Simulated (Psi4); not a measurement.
AgCl, triplet, geometry from GFN2-xTB (such geometries of metal compounds can be far from the true shape) (the multiplicity is a formal guess) (core potentials on Ag); CAM-B3LYP/def2-SVP (Psi4 1.11).

Input for Psi4:
```
memory 2 GB

molecule mol {
0 3
  Ag   -0.000000   -0.000000   -0.659236
  Cl    0.000000    0.000000    1.822593
}

set basis def2-svp
set reference uks

energy('cam-b3lyp')
print_variables()
```

### Question
Predict the main parts of the log of this Psi4 run.

### Answer

```
   => Loading Basis Set <=

    Name: DEF2-SVP
    Role: ORBITAL
    Keyword: BASIS

    !!!  WARNING: ECP capability is in beta. Please check occupations closely.  !!!

         ---------------------------------------------------------
                                   SCF
               by Justin Turney, Rob Parrish, Andy Simmonett
                          and Daniel G. A. Smith
                              UKS Reference
         ---------------------------------------------------------

  ==> Geometry <==

    Molecular point group: c2v
    Full point group: C_inf_v

    Geometry (in Angstrom), charge = 0, multiplicity = 3:

       Center              X                  Y                   Z               Mass
    ------------   -----------------  -----------------  -----------------  -----------------
         AG           0.000000000000     0.000000000000    -0.611717064202   106.905091600000
         CL           0.000000000000     0.000000000000     1.870111935798    34.968852682000

  Running in c2v symmetry.

  Rotational constants: A = ************  B =      0.10387  C =      0.10387 [cm^-1]
  Rotational constants: A = ************  B =   3113.84047  C =   3113.84047 [MHz]
  Nuclear repulsion =   68.870272305791417

  Charge       = 0
  Multiplicity = 3
  Electrons    = 36
  Nalpha       = 19
  Nbeta        = 17

  ==> Algorithm <==

  SCF Algorithm Type is DF.
  DIIS enabled.
  MOM disabled.
  Fractional occupation disabled.
  Guess Type is SAD.
  Energy threshold   = 1.00e-06
  Density threshold  = 1.00e-06
  Integral threshold = 1.00e-12

  ==> Primary Basis <==

  Basis Set: DEF2-SVP
    Blend: DEF2-SVP
    Number of shells: 19
    Number of basis functions: 49
    Number of Cartesian functions: 55
    Spherical Harmonics?: true
    Max angular momentum: 3

  Core potential: DEF2-SVP
    Number of shells: 4
    Number of ECP primitives: 14
    Number of ECP core electrons: 28
    Max angular momentum: 3

  ==> DFT Potential <==

   => LibXC <=

    Version 7.1.2
    S. Lehtola, C. Steigemann, M. J. T. Oliveira, and M. A. L. Marques,  SoftwareX 7, 1–5 (2018) (10.1016/j.softx.2017.11.002)

   => Composite Functional: CAM-B3LYP <=

    CAM-B3LYP Hyb-GGA Exchange-Correlation Functional

    T. Yanai, D. P. Tew, and N. C. Handy,  Chem. Phys. Lett. 393, 51 (2004) (10.1016/j.cplett.2004.06.011)

    Deriv               =              1
    GGA                 =           TRUE
    Meta                =          FALSE

[...]
   @S^2 Expected:                2.000000000E+00
   @S^2 Observed:                2.005009163E+00
   @S   Expected:                1.000000000E+00
   @S   Observed:                1.000000000E+00

    Orbital Energies [Eh]
    ---------------------

    Alpha Occupied:

[...]
      10A1    -0.238319

    Alpha Virtual:

[...]
    Beta Occupied:

[...]
    Beta Virtual:

[...]
    Final Occupation by Irrep:
             A1    A2    B1    B2
    DOCC [     8,    1,    4,    4 ]
    SOCC [     2,    0,    0,    0 ]
    NA   [    10,    1,    4,    4 ]
    NB   [     8,    1,    4,    4 ]

  @DF-UKS Final Energy:  -606.90592240554633

   => Energetics <=

    Nuclear Repulsion Energy =             68.8702723057914170
    One-Electron Energy =               -1032.7417927840301672
    Two-Electron Energy =                 388.6388793574894294
    DFT Exchange-Correlation Energy =     -31.6732812847969925
    Empirical Dispersion Energy =           0.0000000000000000
    VV10 Nonlocal Energy =                  0.0000000000000000
    Total Energy =                       -606.9059224055463346

  UHF NO Occupations:
  HONO-2 :    8 A1 1.9980969
  HONO-1 :    9 A1 1.0000000
  HONO-0 :   10 A1 1.0000000
  LUNO+0 :   11 A1 0.0019031
  LUNO+1 :   12 A1 0.0003848
  LUNO+2 :    5 B1 0.0000673
  LUNO+3 :    5 B2 0.0000673

Computation Completed

Properties will be evaluated at   0.000000,   0.000000,   0.000000 [a0]

Properties computed using the SCF density matrix

 Multipole Moments:

 ------------------------------------------------------------------------------------
     Multipole            Electronic (a.u.)      Nuclear  (a.u.)        Total (a.u.)
 ------------------------------------------------------------------------------------

 L = 1.  Multiply by 2.5417464519 to convert [e a0] to [Debye]
 Dipole X            :          0.0000000            0.0000000            0.0000000
 Dipole Y            :          0.0000000            0.0000000            0.0000000
 Dipole Z            :        -38.2134245           38.1144129           -0.0990116
 Magnitude           :                                                    0.0990116

 ------------------------------------------------------------------------------------

  Variable Map:
  ----------------------------------------------------------------------------
[...]
  Array Variable Map:
  ----------------------------------------------------------------------------
[...]
[...]
```
